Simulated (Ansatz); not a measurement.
Species, as SMILES: Cl[Se]Cl.
Atoms: Se1, Cl2, Cl3. Bonds: Se1-Cl2, Se1-Cl3.

Basis-set convergence of the optimised Se1-Cl2 bond length at PBE with Ansatz (a program for electronic structure). Cartesian d functions, on some or all atoms, in 6-31G, 6-311G**; all else is spherical. The program fits the integrals of some runs and decomposes those of others, by size. No added dispersion term, no relativity. Reference: the value in pcseg-3, 2.1728 Å, itself unsure by roughly 0.0003 Å (its mean distance from def2-QZVPP, cc-pV(Q+d)Z). Deviations are taken from unrounded values.

| basis | functions | optimised Se1-Cl2 bond length (Å) | minus reference (Å) |
|---|---|---|---|
| 6-31G | 55 | 2.3188 | 0.1460 |
| def2-SVP | 68 | 2.1977 | 0.0249 |
| 6-311G** | 98 | 2.1992 | 0.0264 |
| cc-pV(T+d)Z | 121 | 2.1748 | 0.0019 |
| def2-TZVPP | 132 | 2.1753 | 0.0025 |
| def2-TZVPD | 149 | 2.1736 | 0.0007 |
| aug-pcseg-2 | 159 | 2.1768 | 0.0039 |
| cc-pV(Q+d)Z | 196 | 2.1731 | 0.0003 |
| pcseg-3 | 196 | 2.1728 | 0.0000 |

The smallest set listed that lies within 0.005 Å of the reference with all its larger relatives (same family, alike in diffuse functions; a set with none counts only in the reference's own line) is cc-pV(T+d)Z (121 functions, 0.0019 Å off). Inside, with no larger relative to test it: aug-pcseg-2. (Relatives not listed, tested too: def2-TZVPPD 0.0007, def2-QZVP 0.0002, def2-QZVPP -0.0003 Å.)
